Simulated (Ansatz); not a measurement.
Reaction (ligand exchange at the Si–N bond): `CN([SiH3])P` + `[OH][GeH3]` → `[SiH3][O][GeH3]` + `CNP`

Calculated with Ansatz (gas phase, PBE0-D4/def2-TZVP geometries, no zero-point term in ΔE). CCSD(T)/CBS adds triple-zeta CCSD(T) − MP2 to the extrapolated MP2 energy (def2 sets, frozen cores). DFT in def2-TZVPP. B3LYP here is the variant with VWN-RPA as its local correlation; programs differ in this. HSE06 is defined as in plane-wave codes. For Ge outer-core shells are correlated without core-valence functions, which leaves a few kJ/mol of doubt a bond. Scalar relativity is left out up to krypton. Each species was taken in one conformer, which may not be the lowest.

```
             level  ΔE (kJ/mol)  difference from CCSD(T)/CBS
            B97M-V        -53.5                         -3.0
           ωB97X-V        -52.7                         -2.2
               PBE        -47.2                          3.3
              PBE0        -50.9                         -0.4
             B3LYP        -58.8                         -8.3
             HSE06        -50.7                         -0.2
             BHLYP        -63.3                        -12.8
      MP2/def2-SVP        -48.2                          2.3
CCSD(T)/def2-TZVPP        -50.6                         -0.1
    MP2/def2-QZVPP        -48.8                          1.7
       CCSD(T)/CBS        -50.5                            0
```

Largest T1 diagnostic among the species: 0.012.

From BLYP to BHLYP (50 % exact exchange), in def2-TZVPP and without D4, ΔE moves by −6.4 kJ/mol. In def2-TZVPP, CCSD(T) changes the Hartree–Fock value by +22.5 kJ/mol (the triples alone add +3.5 kJ/mol) and MP2 by +24.6 kJ/mol. Leaving LDA and LC-ωPBE aside and taking each functional with its dispersion term where it has one, the values, not all of them listed here, spread over 19.2 kJ/mol, from BHLYP-D4 to revPBE-D4. LDA lies +6.0 kJ/mol from PBE without D4.

CCSD(T)/CBS has its own doubt, a few kJ/mol and more with outer-core shells, so smaller differences from it don't rank the levels.
